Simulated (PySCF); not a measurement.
cyclobutene (C₄H₆), SMILES C1=CCC1. Geometry: B3LYP-D3(BJ)/def2-SVP.

All values below come from B3LYP-D3(BJ)/def2-SVP (PySCF 2.14.0).

Harmonic wavenumbers (cm⁻¹): 324, 646, 864, 866, 898, 902, 948, 996, 1035, 1089, 1134, 1161, 1213, 1231, 1322, 1440, 1463, 1651, 3033, 3038, 3081, 3091, 3172, 3203. Rotational constants (GHz): 12.87, 12.21, 6.812; symmetry number 2.

Question: Work out the zero-point energy and the ideal-gas rigid-rotor harmonic-oscillator thermochemistry at 298.15 K and 1 atm.

Answer: ZPE = ½ Σ hcν = ½ × 37799 cm⁻¹ = 54.04 kcal/mol. H − E(el) = 57.03 kcal/mol. Entropy in cal/(mol K): translation 37.89, rotation 21.84, vibration 2.86, total 62.59. G − E(el) = 38.37 kcal/mol. Cp = 15.29 cal/(mol K).
